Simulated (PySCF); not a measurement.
CH₅Cl₃Si₂, SMILES Cl[Si](Cl)([SiH2]C)Cl, CAM-B3LYP/def2-SVP optimised geometry.

```
11

Si    -1.20    -1.69     1.99
Cl    -0.55    -3.65     2.08
Cl    -3.26    -1.71     2.08
Cl    -0.50    -0.70     3.66
Si    -0.50    -0.70     0.00
C     -1.20    -1.69    -1.44
H     -0.99     0.70     0.00
H      0.99    -0.70     0.00
H     -0.89    -1.25    -2.40
H     -2.30    -1.70    -1.40
H     -0.85    -2.73    -1.40
```

Density from PySCF with CAM-B3LYP/def2-TZVP at that geometry.

Minimum of the electron density along straight lines between bonded atoms, close to the bond critical point (lines longer than 1.1 times the sum of covalent radii, or with two minima, are not listed):

| bond | length / Å | ρ at the minimum / e bohr⁻³ | ∇²ρ there / e bohr⁻⁵ | position (fraction from the first atom) |
|---|---|---|---|---|
| Si1–Cl2 | 2.064 | 0.100 | 0.19 | 0.36 |
| Si1–Cl3 | 2.064 | 0.100 | 0.19 | 0.36 |
| Si1–Cl4 | 2.059 | 0.101 | 0.20 | 0.36 |
| Si1–Si5 | 2.332 | 0.097 | -0.13 | 0.64 |
| Si5–C6 | 1.877 | 0.122 | 0.16 | 0.39 |
| Si5–H7 | 1.489 | 0.121 | 0.14 | 0.49 |
| Si5–H8 | 1.489 | 0.121 | 0.14 | 0.49 |
| C6–H9 | 1.100 | 0.268 | -0.89 | 0.64 |
| C6–H10 | 1.100 | 0.269 | -0.89 | 0.64 |
| C6–H11 | 1.100 | 0.269 | -0.89 | 0.64 |
